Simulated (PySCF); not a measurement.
Compound: C₄HFNPS.
Geometry (GFN2-xTB, Å), atoms numbered from 1 in this order:
```xyz
9
C4HFNPS angstrom
N      3.5900    0.0799    0.2860
C      2.4455    0.0365    0.2068
C      1.0541   -0.0269    0.1180
P      0.1137   -1.2555    0.8870
C     -1.3802   -0.5462    0.2474
F     -2.5649   -1.1109    0.5287
C     -1.3184    0.5681   -0.5269
S      0.2409    1.1936   -0.8141
H     -2.1671    1.0674   -0.9582
```

Computed, not measured: PySCF, TDDFT B3LYP/def2-SVPD, vertical, gas phase, core orbitals frozen in the response.

List the vertical singlet excitations with oscillator strengths and describe the spectrum.

```
state  λ (nm)  E (eV)       f  |μ| (D)  symmetry  main configurations (H = HOMO, L = LUMO)
   S1   291.2    4.26   0.097     2.45        A′                    H-1→L (59%), H→L (36%)
   S2   273.5    4.53   0.149     2.94        A′                    H→L (59%), H-1→L (33%)
   S3   253.2    4.90  0.0052     0.53        A″                               H-2→L (97%)
   S4   227.0    5.46  0.0000     0.02         –                               H→L+1 (94%)
   S5   226.2    5.48  0.0016     0.28         –                               H-3→L (94%)
   S6   223.4    5.55  0.0002     0.10         –                             H-1→L+1 (94%)
   S7   214.3    5.79  0.0003     0.11         –                               H→L+3 (91%)
   S8   202.0    6.14   0.104     2.12        A′   H→L+2 (54%), H-1→L+2 (24%), H-4→L (14%)
```

Triplets, Tamm–Dancoff:

```tsv
state	E (eV)	λ (nm)	main configurations (H = HOMO, L = LUMO)
T1	2.73	453.8	H→L (95%)
T2	3.24	382.8	H-1→L (95%)
T3	4.21	294.3	H-2→L (97%)
```

The lowest singlet lies at 4.26 eV (291 nm, ultraviolet) and is of moderate strength; its leading configuration is HOMO-1→LUMO (59%). The most intense listed level is S2 at 4.53 eV (273 nm, f = 0.149), 0.28 eV above S1. Löwdin shares by element: HOMO carbon 42% or more, phosphorus 19%, nitrogen 15% (atoms not listed hold the other 24%); LUMO phosphorus 30%, carbon 20% or more, sulfur 18%, nitrogen 10% (atoms not listed hold the other 23%). Weighted by f, the mean energy of these states is 4.94 eV. The oscillator strengths of these states sum to 0.357; summed over the whole spectrum of an exact calculation they would give the number of electrons, 72 (Thomas–Reiche–Kuhn). Orbital energies (eV): HOMO-3 -9.71, HOMO-2 -8.97, HOMO-1 -7.83, HOMO -7.66, LUMO -3.06, LUMO+1 -1.10, LUMO+2 -0.90. Symmetry labels in Cs follow from the direction of the transition dipole and are given only for states with f of 0.002 or more. Only the lowest 8 singlets were computed, as vertical energies without vibronic structure.
